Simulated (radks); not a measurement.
Spherical quantum dot in the effective-mass picture: electrons in a parabolic well V = omega^2 r^2 / 2 with omega = 4.81, all in effective atomic units (hartree* = m*/eps^2 hartree, bohr* = eps/m* bohr), one dielectric constant everywhere. Method: non-relativistic Kohn-Sham, exchange-only LDA, spin-polarised, spherical densities; computed with a radial shooting solver with Libxc functionals. Levels are named by radial order and angular momentum (1s, 1p, 1d, 2s, ...), and open shells are averaged over m. Results are scaled to m* = 0.15 and eps = 6.5, for which hartree* = 96.61 meV and bohr* = 2.293 nm. Each electron was tried in the lowest free levels, single moves between levels near the top were tried too, and the lowest total energy was kept; such a search can miss a lower state. At N = 1 the Hartree and exchange-correlation terms need not cancel, so that row can carry a self-interaction error.

N	open shells	2S	E (meV)	mu = E(N) - E(N-1) (meV)	addition energy mu(N+1) - mu(N) (meV)	e(HOMO) (meV)	rms radius (nm)
1	1s(up 1, down 0)	1	709.273	709.27	165.6	769.41	1.286
2	none	0	1584.15	874.88	540.9	931.91	1.324
3	1p(up 1, down 0)	1	2999.96	1415.8	104.1	1467.0	1.477
4	1p(up 2, down 0)	2	4519.83	1519.9	106.7	1573.0	1.559
5	1p(up 3, down 0)	3	6146.40	1626.6	143.6	1680.2	1.614
6	1p(up 3, down 1)	2	7916.59	1770.2	98.25	1818.5	1.658
7	1p(up 3, down 2)	1	9785.02	1868.4	101.0	1918.7	1.695
8	none	0	11754.5	1969.4	481.0	2020.2	1.727
9	1d(up 1, down 0)	1	14204.9	2450.4	87.97	2494.3	1.786
10	1d(up 2, down 0)	2	16743.3	2538.4	88.29	2582.5	1.835
11	1d(up 3, down 0)	3	19370.0	2626.7	88.25	2670.8	1.877
12	1d(up 4, down 0)	4	22084.9	2714.9	88.01	2759.0	1.914
13	1d(up 5, down 0)	5	24887.9	2802.9	116.9	2846.8	1.947
14	1d(up 5, down 1)	4	27807.7	2919.8	83.70	2961.6	1.977
15	1d(up 5, down 2)	3	30811.2	3003.5	84.10	3045.6	2.005
16	1d(up 5, down 3)	2	33898.9	3087.6	84.14	3129.7	2.031
17	1d(up 5, down 4)	1	37070.6	3171.8	83.99	3213.8	2.055
18	none	0	40326.4	3255.8	112.0	3297.7	2.078
19	2s(up 1, down 0)	1	43694.2	3367.8	95.76	3410.9	2.100
20	none	0	47157.7	3463.5	384.7	3506.3	2.121
21	1f(up 1, down 0)	1	51005.9	3848.2	75.41	3885.9	2.151
22	1f(up 2, down 0)	2	54929.6	3923.6	75.29	3961.3	2.178
23	1f(up 3, down 0)	3	58928.5	3998.9	75.12	4036.5	2.204
24	1f(up 4, down 0)	4	63002.5	4074.0	74.91	4111.5	2.229
25	1f(up 5, down 0)	5	67151.5	4149.0	74.67	4186.3	2.252
26	1f(up 6, down 0)	6	71375.1	4223.6	74.41	4260.9	2.274
27	1f(up 7, down 0)	7	75673.1	4298.0	-	4335.1	2.295

All shells are closed at N = 2, 8, 18, 20 (there: 1s2 1p6 1d10 2s2); the second difference of the energy has clear peaks (12 % above both neighbours; the first and last values, which can be the largest, are not judged, and half-filled shells can peak too) at N = 2, 5, 8, 13, 18, 20.
